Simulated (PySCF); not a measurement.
Two-component Hartree-Fock for Ni³⁺ (nickel, charge +3)

Start: [Ar] 3d7; 3d3/2 filled at m_j = -3/2, -1/2, +1/2, +3/2; 3d5/2 filled at m_j = +1/2, +3/2, +5/2. Calculated with PySCF 2.14 in x2c-TZVPPall-2c (6s7p4d2f1g, 70 functions): generalised Hartree-Fock with the X2C-1e Hamiltonian and a Gaussian nucleus; one run each with spin-orbit coupling (SO) switched off, then screened by Boettger's factors.

| spinor shell | electrons | ε, spin-free (eV) | ε, screened SO (eV) | weight of nominal j (screened SO) | rms radius, screened SO (bohr) |
| --- | --- | --- | --- | --- | --- |
| 1s1/2 | 2 | -8442.9 | -8442.8 | 1.000 | 0.0624 |
| 2s1/2 | 2 | -1091.6 | -1091.5 | 1.000 | 0.265 |
| 2p1/2 | 2 | -940.74 | -953.26 | 0.995 | 0.236 |
| 2p3/2 | 4 | -940.74 | -934.58 | 0.998 | 0.239 |
| 3s1/2 | 2 | -175.52 | -175.49 | 1.000 | 0.789 |
| 3p1/2 | 2 | -128.98 | -134.88 | 0.648 | 0.828 |
| 3p3/2 | 4 | -128.98 | -126.04 | 0.824 | 0.839 |
| 3d5/2 | 3 | -58.980 | -60.270 | 0.782 | 0.979 |
| 3d3/2 | 4 | -58.980 | -58.021 | 0.704 | 0.995 |

```
   quantity    spin-free  screened SO
E (hartree)  -1517.01268  -1517.05059
        M_J          9/2          9/2
       ⟨J²⟩       24.755       24.756
       ⟨L²⟩       12.003       12.028
       ⟨S²⟩        3.752        3.744
```

Each row is a mean over spinors that exchange with the open shell spreads, by up to 13.354 eV (3p3/2).

Rows whose weight is well below 1 are mixtures of j = l ± 1/2: exchange outweighs spin-orbit coupling there, and the label is only the starting occupation.

Without spin-orbit coupling the j labels of p, d and f shells carry no meaning; the spin-free column gives the mean over the occupied spinors of each nl shell.
